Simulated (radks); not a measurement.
Valence configurations of the chromium ion Cr+ (all share [Ar]). All-electron calculation, Dirac Kohn-Sham, PBEsol, spin-unpolarised, spherical densities, finite nucleus; open shells fill j = l - 1/2 first; Fermi nuclear charge, rms radius 3.6452 fm. Program: a radial shooting solver on a logarithmic mesh with Libxc functionals. Energies are relative to 3d5; eigenvalues in eV.

valence	E (eV)	e(3d3/2)	e(3d5/2)	e(4p1/2)	e(4p3/2)	e(4s1/2)
3d5	0.000	-9.864	-9.784	-	-	-
3d4 4s1	1.077	-13.849	-	-	-	-11.399
3d3 4s2	5.144	-18.912	-	-	-	-13.068
3d4 4p1	5.469	-15.064	-	-7.717	-	-
3d3.5 4p1.5	9.667	-18.054	-	-8.563	-	-
3d3 4p2	15.002	-21.261	-	-9.371	-	-
3d2.5 4s1 4p1.5	16.326	-23.552	-	-9.648	-	-14.877
3d1.5 4p3.5	39.116	-32.027	-	-11.695	-11.576	-
3d0.5 4s1 4p3.5	56.178	-38.958	-	-12.757	-12.617	-19.155
3d0.5 4p4.5	62.751	-39.952	-	-13.180	-13.037	-

NIST lists [Ar] 3d5 as the ground configuration; this level of theory agrees among the configurations tried. The energies are those of spherical spin-averaged densities, not of single terms.
